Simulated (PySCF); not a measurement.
A structure optimised at PBE-D3(BJ)/def2-SVP, used in a PySCF frequency run:

```
Bi
F 1 2.0483
F 1 2.0483 2 95.91
Br 1 2.6261 2 99.37 3 100.55
```

Q: Write its SMILES, formula and point group.

A: [F][Bi]([F])[Br], BiBrF2, Cs

Q: What are its rotational constants (standard atomic weights)?

A: 3.5713, 1.0193, 0.95330 GHz
